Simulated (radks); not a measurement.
Li0.375+, 2.625 electrons, occupied as 1s(up 1, down 0.625) 2s1 (fractional occupations, a model configuration). All-electron calculation, scalar-relativistic Kohn-Sham, LDA (Slater exchange, Perdew-Wang correlation), spin-polarised, spherical densities, point nucleus; open shells are filled with parallel spins first. Program: a radial shooting solver on a logarithmic mesh with Libxc functionals.

Normalised radial functions P(r) = r R(r), r in bohr:

```
   r/bohr * 2s up, o 2s down (the largest magnitude, 0.583, reaches the edge; | marks zero, & curves that meet)
  0.01863                             | &
  0.02293                             | &
  0.02824                             | o*
  0.03477                             |  &
   0.0428                             |  o*
   0.0527                             |   &
  0.06489                             |    &
  0.07989                             |     &
  0.09915                             |      &
   0.1221                             |       &
   0.1503                             |        &
   0.1851                             |         &
   0.2278                             |         o*
   0.2805                             |         o*
   0.3454                             |         o*
   0.4252                             |        o*
   0.5236                             |      o*
   0.6446                             |   &
   0.7936                             &
   0.9771                       *o    |
    1.203                 *o          |
    1.481           * o               |
    1.824      * o                    |
    2.245  * o                        |
    2.787  *o                         |
    3.431     &                       |
    4.224         o*                  |
    5.201              o *            |
    6.404                    o *      |
    7.884                        o *  |
    9.707                           o*|
    11.95                            o*
```

2s up: eigenvalue -6.294 eV, 1 radial node at r = 0.785 bohr, <r> = 3.13 bohr, 90 % of the charge inside 4.86 bohr. 2s down (empty): eigenvalue -4.655 eV, 1 radial node at r = 0.799 bohr, <r> = 3.43 bohr, 90 % of the charge inside 5.43 bohr.
